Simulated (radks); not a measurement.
The numbers below are computed, except where a source is named.
Question: Species: W. Configuration: [Xe] 4f14 5d4 5f2 (not the ground configuration). Level of theory: Dirac Kohn-Sham, PBE, spin-unpolarised, spherical densities, finite nucleus; open shells are shared between the two j in proportion to 2j + 1; Fermi nuclear charge, rms radius 5.3658 fm (a radial shooting solver on a logarithmic mesh with Libxc functionals). Some entries of the table are withheld. Estimate them.

| orbital | occ. | eigenvalue (hartree) | <r> (bohr) |
|---|---|---|---|
| 1s1/2 | 2 | (1) | 0.01835 |
| 2s1/2 | 2 | -440.1101 | 0.07695 |
| 2p1/2 | 2 | -420.9721 | 0.06365 |
| 2p3/2 | 4 | -371.2619 | 0.07161 |
| 3s1/2 | 2 | (2) | 0.2006 |
| 3p1/2 | 2 | -93.09660 | (3) |
| 3p3/2 | 4 | -82.34758 | (4) |
| 3d3/2 | 4 | -67.92816 | 0.1797 |
| 3d5/2 | 6 | -65.59049 | 0.1842 |
| 4s1/2 | 2 | -21.26269 | 0.4495 |
| 4p1/2 | 2 | -17.71514 | 0.4546 |
| 4p3/2 | 4 | -15.22430 | 0.4878 |
| 4d3/2 | 4 | -9.39051 | 0.5047 |
| 4d5/2 | 6 | -8.93150 | 0.5161 |
| 5s1/2 | 2 | -3.27004 | 1.068 |
| 5p1/2 | 2 | -2.22034 | 1.177 |
| 5p3/2 | 4 | -1.85957 | 1.279 |
| 4f5/2 | 6 | -1.63555 | 0.6028 |
| 4f7/2 | 8 | -1.55330 | 0.6125 |
| 5d3/2 | 1.6 | -0.53094 | (5) |
| 5d5/2 | 2.4 | -0.50032 | (6) |
| 6s1/2 | 0 | -0.49279 | 2.823 |
| 6p1/2 | 0 | -0.29525 | 3.452 |
| 6p3/2 | 0 | -0.25862 | 3.745 |
| 6d3/2 | 0 | -0.07692 | 6.998 |
| 6d5/2 | 0 | -0.07494 | 7.141 |
| 5f5/2 | 0.857143 | -0.02248 | 10.48 |
| 5f7/2 | 1.14286 | -0.02247 | 10.49 |

Answer: 
(1) 1s1/2 eigenvalue (hartree): -2549.746
(2) 3s1/2 eigenvalue (hartree): -101.6411
(3) 3p1/2 <r> (bohr): 0.1906
(4) 3p3/2 <r> (bohr): 0.2053
(5) 5d3/2 <r> (bohr): 1.849
(6) 5d5/2 <r> (bohr): 1.909
